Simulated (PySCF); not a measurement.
# Polarisability and C₆ of Br²⁺ (bromine, charge +2)

[Ar] 3d10 4s1 4p3 4d1, high-spin 6D determinant (an excited configuration). All numbers are calculated (PySCF 2.14, a scalar-relativistic core potential, in aug-cc-pwCVDZ-PP with ECP10MDF). Coupled (time-dependent) response in atomic units; α is the mean over directions. A double-zeta set is small for polarisabilities.

```tsv
method	mean α (bohr³)	α xx, yy, zz	C₆ (like pair)	S(−4)
UHF	9.900	11.88, 11.88, 5.940	31.73	151.6
PBE	10.55	12.74, 12.74, 6.187	33.49	191.5
PBE0	10.27	12.35, 12.35, 6.092	32.73	171.6
M06-L	10.50	12.70, 12.70, 6.100	34.95	170.5
B3LYP	10.57	12.81, 12.81, 6.078	33.37	194.6
```

S(−4) is the Cauchy moment in α(ω) = α(0) + S(−4) ω² + …

Spin-orbit coupling is absent.

α(iu) at M06-L:

```json
{"u (hartree)": "0", "α(iu) (bohr³)": "10.50"}
{"u (hartree)": "0.0500", "α(iu) (bohr³)": "10.11"}
{"u (hartree)": "0.100", "α(iu) (bohr³)": "9.210"}
{"u (hartree)": "0.200", "α(iu) (bohr³)": "7.435"}
{"u (hartree)": "0.300", "α(iu) (bohr³)": "6.205"}
{"u (hartree)": "0.500", "α(iu) (bohr³)": "4.595"}
{"u (hartree)": "0.750", "α(iu) (bohr³)": "3.272"}
{"u (hartree)": "1.00", "α(iu) (bohr³)": "2.400"}
{"u (hartree)": "1.50", "α(iu) (bohr³)": "1.426"}
{"u (hartree)": "2.00", "α(iu) (bohr³)": "0.9540"}
{"u (hartree)": "3.00", "α(iu) (bohr³)": "0.5417"}
{"u (hartree)": "5.00", "α(iu) (bohr³)": "0.2801"}
```

A single London oscillator, α(iu) = α/(1 + u²/ω²), gives C₆ = (3/4) ω α². Matching the computed C₆ needs ω = 4 × 34.95 / (3 × 10.50²) = 0.423 hartree.

For an ion, C₆ is the dispersion term alone; charge-induced terms of lower order in 1/R come first.

The components differ because the open shell of this determinant is not spherical; for a pure term their mean is the scalar polarisability.

Energies and moments cover only the electrons outside the core potential. The outer electron is Rydberg-like, and this basis confines it to a smaller radius and binds it less than a complete one would.
